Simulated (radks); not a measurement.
Species: Se3+. Configuration: [Ar] 3d10 4s1 4p1 5p1 (not the ground configuration).

Method: Dirac Kohn-Sham, LDA (Slater exchange, Perdew-Wang correlation), spin-unpolarised, spherical densities, finite nucleus; open shells fill j = l - 1/2 first; Fermi nuclear charge, rms radius 4.14 fm; computed with a radial shooting solver on a logarithmic mesh with Libxc functionals.

Energy parts (eV):
total: -65941.289
kinetic: 67501.004
electron-nucleus: -157959.149
Hartree: 26784.520
exchange-correlation: -2267.664

Orbitals (lengths in bohr, moments of r in powers of bohr; <r^-3> diverges for s and p1/2; r(90%) holds 90 % of the orbital's charge):
orbital,occ.,eigenvalue (eV),<1/r>,<r^-3>,r(90%)
1s1/2,2,-12525.48,34.52,-,0.0789
2s1/2,2,-1649.299,7.673,-,0.303
2p1/2,2,-1485.813,7.646,-,0.276
2p3/2,4,-1444.121,7.410,1176,0.281
3s1/2,2,-257.4987,2.499,-,0.857
3p1/2,2,-201.5135,2.382,-,0.891
3p3/2,4,-195.6114,2.325,167.9,0.907
3d3/2,4,-98.5669,2.054,20.67,1.03
3d5/2,6,-97.6592,2.039,20.03,1.04
4s1/2,1,-55.5009,0.8385,-,2.32
4p1/2,1,-42.3940,0.7383,-,2.63
4p3/2,0,-41.7157,0.7268,19.47,2.67
4d3/2,0,-23.5724,0.5247,1.620,3.74
4d5/2,0,-23.5021,0.5230,1.581,3.75
5s1/2,0,-21.4778,0.3766,-,4.97
5p1/2,1,-17.6067,0.3363,-,5.60
5p3/2,0,-17.4308,0.3330,5.070,5.65
4f5/2,0,-12.0876,0.2866,0.04144,5.92
4f7/2,0,-12.0870,0.2866,0.04141,5.92
6p1/2,0,-9.0853,0.1998,-,9.61
6p3/2,0,-9.0079,0.1980,2.231,9.68

The highest occupied level is 5p1/2 at -17.607 eV. The configuration is held as typed, so some empty levels lie below it. The electron density at the nucleus is 3.955e+04 e/bohr^3.
